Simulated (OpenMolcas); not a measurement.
Computed levels of 3s2 3p3 in ions with 15 electrons, in cm-1 above 4S* 3/2.

```yaml
Program: OpenMolcas
Method: SS-CASPT2, IPEA 0.25 Eh, imaginary shift 0.1 Eh
Basis: ANO-R2
Scalar_Hamiltonian: X2C, finite nucleus
Spin-orbit_coupling: state interaction with AMFI integrals over the reference wave functions, term energies averaged over their components
```

Active space for each ion: 5 electrons in 8 orbitals (3s 3p 4s 4p); closed shells correlated by CASPT2: 2s 2p.

| Level | P | Cl2+ | Ar3+ |
| --- | --- | --- | --- |
| 2D* 3/2 | 12720 | 19340 | 22380 |
| 2D* 5/2 | 12740 | 19410 | 22510 |
| 2P* 1/2 | 20180 | 31270 | 36410 |
| 2P* 3/2 | 20190 | 31340 | 36540 |

Problem. Estimate 2D* 3/2, 2D* 5/2 for S+ from its neighbours P and Cl2+.

Solution. 2D* 3/2 is another term, which grows about linearly with the charge: (12720 + 19340) / 2 = 16030. The calculation gives 16060, so the estimate is off by -0.2 %; the measured value is 14853 (NIST Handbook of Basic Atomic Spectroscopic Data).
2D* 5/2 is another term, which grows about linearly with the charge: (12740 + 19410) / 2 = 16075. The calculation gives 16090, so the estimate is off by -0.1 %; the measured value is 14885 (NIST Handbook of Basic Atomic Spectroscopic Data).

CASPT2 does not keep the components of a term degenerate, so their means are used; among the terms shown or strongly mixed into the levels shown the widest spread is 120 cm-1 (3s2 3p3 2D*, Cl2+). Over all roots computed the reference weight is 0.84 to 0.96 in S+, 0.85 to 0.96 in Cl2+, 0.86 to 0.96 in Ar3+; the roots of lowest weight are the least certain, and an intruder state may touch them. The run also gave levels led by 3s2 3p2 4s, which use shells meant for correlation; these and all levels above them are left out (holds for P). The run also gave levels led by 3s2 3p2 4p, which use shells meant for correlation; these and all levels above them are left out (holds for S+). Active for correlation alone: 4p 4s; no level in the range computed is led by a configuration that fills them, so any true level of that kind is missing (holds for Cl2+; Ar3+). Measured partners are found by configuration, term and J. A level has none where our copy of the source lacks it or the pairing is in doubt (some pairs that miss far off the trend of their configuration count as doubtful), and it then counts in no deviation. Only configurations of the active space appear.

* marks odd parity.
